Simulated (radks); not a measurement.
Polarisability of neutral germanium, [Ar] 3d10 4s2 4p2, at imaginary frequency. Method: scalar-relativistic Kohn-Sham, PBE, spin-unpolarised, spherical densities, finite nucleus; Fermi nuclear charge, rms radius 4.0742 fm; computed with a radial shooting solver on a logarithmic mesh with Libxc functionals. Response by self-consistent Sternheimer equations with the Hartree and adiabatic LDA kernel, the relativistic mass of each level held fixed and spin-orbit coupling left out.

w (hartree)  alpha1(iw) (bohr^3)
0.00266                    50.18
0.0143                     49.90
0.0360                     48.44
0.0697                     44.47
0.118                      37.58
0.186                      29.06
0.280                      20.70
0.413                      13.65
0.605                      8.377
0.892                      4.837
1.35                       2.657
2.12                       1.390
3.59                      0.6683
6.94                      0.2619
17.5                     0.06056

Static values: alpha1 = 50.19 bohr^3 (7.438 angstrom^3; uncoupled 69.60). C6 = 438.6, triple-dipole C9 = 15410 atomic units. One-pole (London) frequency 4 C6 / (3 alpha1^2) = 0.232 hartree, against 0.143 for minus the highest occupied eigenvalue. Recommended static value: 40 bohr^3 (Schwerdtfeger and Nagle, 2023 table).

Beside tabulated values, note that spin-unpolarised runs miss the spin-polarisation part of the exchange energy of open shells.
